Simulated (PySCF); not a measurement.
Molecule: `C([SiH2]O[SiH3])#[C][GeH3]`, C$_{2}$H$_{8}$GeOSi$_{2}$.

Bonds (- single, = double, # triple, : aromatic): Si1-O2 1.661 Å, O2-Si3 1.653 Å, Si3-C4 1.836 Å, C4#C5 1.224 Å, C5-Ge6 1.904 Å. Si1 carries H7, H8, H9; Si3 carries H10, H11; Ge6 carries H12, H13, H14.

Geometry PBE0-D3(BJ)/def2-SVP throughout; GIAO in PySCF, gas phase, one conformer, non-relativistic; equivalent atoms averaged; basis pcSseg-1.

For orientation, KT3 gives these shifts δ (against TMS, H2O, GeMe4 at the same level): Si1 -40.1, Si3 -56.6, O2 11.4, C4 105.0, C5 101.6, Ge6 -281.9, H7/H8/H9 4.97, H10/H11 4.94, H12/H13/H14 4.17 ppm.

A run gave: Si1 -33.8, Si3 -49.9, O2 20.6, C4 120.3, C5 118.8, Ge6 -320.2, H7/H8/H9 5.49, H10/H11 5.46, H12/H13/H14 4.65 ppm (shifts δ (against TMS, H2O, GeMe4 at the same level)).

Which functional was used in that run?
A. LC-wPBE
B. mPW1PW91
C. PBE
D. B3LYP
E. LDA

## Answers

E. Ge6 tells them apart best: LDA gives -320.2, B3LYP gives -291.6, PBE gives -301.4, LC-wPBE gives -274.2, mPW1PW91 gives -277.0 ppm.
